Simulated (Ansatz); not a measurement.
Program: Ansatz. Geometries: PBE0-D4/def2-TZVP. ΔE: electronic, gas phase. CCSD(T)/CBS adds triple-zeta CCSD(T) − MP2 to the extrapolated MP2 energy (def2 sets, frozen cores). DFT in def2-TZVPP. def2 core potentials past Kr. For Zr outer-core shells are correlated without core-valence functions, which leaves a few kJ/mol of doubt a bond. One conformer a species, not always the lowest.

Consider the redistribution: `CO[SiH](N)Cl` + `[NH2][Zr]([OH])([Cl])[Cl]` → `CO[SiH](N)O` + `[NH2][Zr]([Cl])([Cl])[Cl]`.

`CO[SiH](N)Cl`:

Cartesian coordinates in Å:
```
C -1.542 -1.004 -0.532
O -0.167 -0.719 -0.393
Si 0.424 0.561 0.427
N 2.110 0.658 0.363
Cl -0.342 2.267 -0.435
H -2.043 -0.239 -1.133
H -2.041 -1.066 0.442
H -1.640 -1.967 -1.034
H -0.026 0.503 1.834
H 2.681 0.059 0.936
H 2.586 0.948 -0.476
```

`[NH2][Zr]([OH])([Cl])[Cl]`:

```xyz
8

N    -0.859    1.204    0.328
Zr    0.524   -0.148   -0.203
O    -0.270   -1.839    0.113
Cl    1.081    0.172   -2.477
Cl    2.468    0.186    1.098
H    -0.741    2.207    0.275
H    -1.779    0.995    0.689
H    -0.425   -2.778    0.175
```

`CO[SiH](N)O`:

Z-matrix (Å, degrees):
```
C
O 1 1.409
H 1 1.096 2 111.5
H 1 1.094 2 111.3 3 121.4
H 1 1.092 2 108.2 3 -119.0
Si 2 1.633 1 124.0 3 -61.2
O 6 1.643 2 104.9 1 -50.7
N 6 1.701 2 112.4 1 -171.5
H 6 1.486 2 110.4 1 69.5
H 7 0.958 6 116.5 2 -174.4
H 8 1.008 6 120.7 2 55.7
H 8 1.007 6 119.3 2 -88.7
```

`[NH2][Zr]([Cl])([Cl])[Cl]`:

Cartesian coordinates in Å:
```
N 0.266 -1.126 0.536
Zr -0.140 0.645 -0.279
Cl -1.702 1.697 1.104
Cl 1.888 1.783 -0.498
Cl -1.075 0.300 -2.400
H 1.133 -1.636 0.426
H -0.370 -1.664 1.111
```

```
             level  ΔE (kcal/mol)
            B97M-V           -7.2
        r2SCANh-D4           -6.7
          BHLYP-D4           -7.1
          PBE-QIDH           -6.5
            r2SCAN           -6.6
           LC-ωPBE           -3.7
SCS-MP2/def2-QZVPP           -6.4
     MP2/CBS(def2)           -6.2
```

What does CCSD(T)/CBS give? (Best estimate.)

Ansatz gave: -6.4 kcal/mol. The listed levels differ from it by -0.8, -0.3, -0.7, -0.1, -0.2, 2.7, 0.0, 0.2 kcal/mol.

What do rigid-rotor, harmonic-oscillator terms from PBE0-D4/def2-TZVP frequencies (298.15 K, 1 bar) make of the CCSD(T)/CBS value? (Estimate.)

The calculation gave: ΔZPE = +0.7 kcal/mol, ΔH = -5.8 kcal/mol, ΔS = 5 J/(mol·K), ΔG = -6.2 kcal/mol. Modes under 50 cm⁻¹ make the entropy rough.

Largest T1 diagnostic among the species: 0.016.

At CCSD(T), def2-SVP lies +3.4 kcal/mol from the extrapolated value and def2-TZVPP −0.3 kcal/mol. From PBE to PBE0 (25 % exact exchange), in def2-TZVPP and without D4, ΔE moves by −0.8 kcal/mol. In def2-TZVPP, CCSD(T) changes the Hartree–Fock value by +1.4 kcal/mol (the triples alone add −0.1 kcal/mol) and MP2 by +1.6 kcal/mol.
